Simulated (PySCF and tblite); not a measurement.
The numbers below are computed, except where a source is named.
System: C7H10Si, numbered as in [SiH3:1][CH:2]1[CH:3]=[CH:4][CH:5]=[CH:6][CH:7]=[CH:8]1.

For the inversion of the 7-membered ring (2–3–4–5–6–7–8): electronic barrier 7.86 kcal/mol, zero-point change -0.05 kcal/mol, thermal and entropy terms at 400 K a further 0.70 kcal/mol (symmetry numbers apart). The minimum is Cs, the saddle Cs. Level: PBE0/pcSseg-1 + D3(BJ), IEF-PCM chloroform on GFN2-xTB stationary points, with GFN2-xTB thermal terms. Rate constants are transition-state-theory values, counting equivalent paths, without tunnelling. Run with tblite and PySCF.

Problem. How many equivalent paths lead out of the minimum?

Solution. 1: the symmetry number of the minimum is 1, that of the saddle displaced along its mode 1.

Problem. Work out the rate at 400 K.

Solution. ΔG‡ = 8.51 kcal/mol; k_B T/h = 8.3×10¹² s⁻¹; exp(−ΔG‡/RT) = 2.2×10⁻⁵; times 1 gives k = 1.9×10⁸ s⁻¹. Wigner's tunnelling factor for the 75i cm⁻¹ mode would be 1.00.
